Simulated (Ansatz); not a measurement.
Calculated with Ansatz (gas phase, PBE0-D4/def2-TZVP geometries, no zero-point term in ΔE). CCSD(T)/CBS adds triple-zeta CCSD(T) − MP2 to the extrapolated MP2 energy (def2 sets, frozen cores). Functionals use def2-TZVPP. For Ge, Se outer-core shells are correlated without core-valence functions, which leaves a few kJ/mol of doubt a bond. Scalar relativity is left out up to krypton. One conformer a species, not always the lowest.

`[CH3][GeH]([Cl])[SeH]` → `[Cl][GeH]` + `C[SeH]`  (germylene formation by 1,1-elimination)

`[CH3][GeH]([Cl])[SeH]`:

Z-matrix (Å, degrees):
```
C
Ge 1 1.939
H 1 1.090 2 109.7
H 1 1.090 2 109.5 3 120.0
H 1 1.090 2 109.4 3 -120.5
Cl 2 2.166 1 106.5 3 178.7
Se 2 2.346 1 112.3 3 -60.4
H 2 1.535 1 115.1 3 61.0
H 7 1.469 2 92.2 1 -45.0
```

`[Cl][GeH]`:

Cartesian coordinates in Å:
```
Cl 0.404 -1.271 -0.851
Ge -0.680 0.006 0.549
H 0.275 1.266 0.301
```

`C[SeH]`:

```xyz
6

C    -0.506   -0.179    0.098
Se    1.161   -0.054   -0.903
H    -0.326   -0.580    1.092
H    -1.140   -0.868   -0.459
H    -0.993    0.792    0.153
H     1.805    0.889    0.019
```

| level | ΔE (kcal/mol) |
| --- | --- |
| r2SCANh-D4 | 56.8 |
| ωB97X-V | 54.5 |

Task: What does CCSD(T)/CBS give? (Best estimate.)

Result: Ansatz gave: +53.9 kcal/mol. The listed levels differ from it by 2.9, 0.6 kcal/mol.

Largest T1 diagnostic among the species: 0.013.

From BLYP to BHLYP (50 % exact exchange), in def2-TZVPP and without D4, ΔE moves by +9.9 kcal/mol. At CCSD(T), def2-SVP lies −1.7 kcal/mol from the extrapolated value and def2-TZVPP +1.4 kcal/mol.
